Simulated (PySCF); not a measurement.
SMILES C#CC[SiH2]N, GFN2-xTB optimised geometry. Atoms within 1.6 Å of the plane z = 0.0 Å (x, y, z in Å): C2 (1.92, 0.04, 1.16), C3 (1.40, -0.63, 0.00), Si4 (-0.52, -0.63, 0.00), N5 (-0.95, 1.03, 0.00), H7 (1.77, -1.66, -0.02), H8 (1.76, -0.13, -0.90), H9 (-0.99, -1.43, 1.14), H10 (-1.02, -1.20, -1.25), H11 (-0.43, 1.66, 0.59), H12 (-1.92, 1.29, -0.01).

Level of theory: PBE/def2-TZVP in PySCF 2.14.0. Cells within 0.4 Å of a nucleus heavier than hydrogen are left out (blank, or x).

Map of the HOMO amplitude (bohr^(-3/2)) on the plane z = 0.0 Å; orbital energy -5.93 eV, overall sign arbitrary:

```
|555555555555555555555555555|
|555555555555555555555555555|
|555555555555555555555555555|
|555555555555555555555555555|
|555555555555555555555555555|
|555555555544455555555555555|
|555555555444445555555555555|
|555666655322344555555555555|
|555666665300134555555555555|
|555666776xxx134555555555555|
|556666778xxx234555555555555|
|555666778984445555555566655|
|555666677876566666555566655|
|555666667776667776555556655|
|55556666666xx7889xx45555555|
|55555556666xx7899xx34555555|
|55555555555xx7888xx34555555|
|555555555445567776444555555|
|555555555444566665434555555|
|555555555445556655444555555|
|555555555555555555555555555|
|555555555555555555555555555|
|555555555555555555555555555|
|555555555555555555555555555|
|555555555555555555555555555|
|555555555555555555555555555|
|555555555555555555555555555|
```
Scale: ten equal steps from -0.133 (start of '0') to 0.094 (end of '9'), in the order '0123456789'; x runs from -4.00 to 4.00, y from -4.00 (bottom) to 4.00 (top).
